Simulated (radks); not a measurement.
Bi I, configuration [Hg] 6p3 (the NIST ground configuration). All-electron calculation, scalar-relativistic Kohn-Sham, PBEsol, spin-polarised, spherical densities, point nucleus; open shells are filled with parallel spins first (spin-orbit coupling, left out, can overturn this in heavy ions); hard spherical wall at 6 bohr. Program: a radial shooting solver on a logarithmic mesh with Libxc functionals. Some entries of the table are withheld. Estimate them.

orbital  occ.  eigenvalue (hartree)  <1/r> (bohr^-1)  <r> (bohr)
1s up       1             -3331.558            103.4     0.01579
1s down     1             -3331.557            103.4     0.01579
2s up       1             -598.5471            24.28     0.06647
2s down     1             -598.5467            24.28     0.06647
2p up       3             -511.9380            21.22     0.06055
2p down     3             -511.9371            21.22     0.06055
3s up       1             -144.4311            8.992      0.1716
3s down     1             -144.4302            8.992      0.1716
3p up       3             -119.6959            8.108      0.1738
3p down     3             -119.6950            8.108      0.1738
3d up       5             -94.87688            7.602      0.1575
3d down     5             -94.87606            7.602      0.1575
4s up       1             -33.09283            3.879      0.3771
4s down     1             -33.09148            3.879      0.3771
4p up       3             -24.99016            3.479      0.4027
4p down     3             -24.98869            3.479      0.4027
4d up       5             -15.73984            3.130      0.4226
4d down     5             -15.73818            3.131      0.4226
5s up       1              -5.74360            1.647      0.8306
5s down     1              -5.73985            1.647      0.8306
4f up       7              -5.55176            2.745      0.4411
4f down     7              -5.54987            2.745      0.4410
5p up       3              -3.46603            1.410      0.9484
5p down     3              -3.46225            1.411      0.9477
5d up       5              -0.94438            1.058       1.244
5d down     5              -0.93210            1.067       1.231
6s up       1              -0.51494           0.5837       2.186
6s down     1              -0.45324           0.5968       2.150
6p up       3              -0.14864           0.4423       2.783
6p down     0              -0.07331           0.4450       2.784
6d up       0               0.21156           0.3404         (1)
7s up       0               0.21456           0.3587         (2)
7s down     0               0.26694           0.3521         (3)
6d down     0               0.28000           0.3318         (4)
5f up       0               0.40307              (5)       3.542
5f down     0               0.47058              (6)       3.583

Answer. 
(1) 6d up <r> (bohr): 3.537
(2) 7s up <r> (bohr): 3.684
(3) 7s down <r> (bohr): 3.721
(4) 6d down <r> (bohr): 3.586
(5) 5f up <1/r> (bohr^-1): 0.3157
(6) 5f down <1/r> (bohr^-1): 0.3130
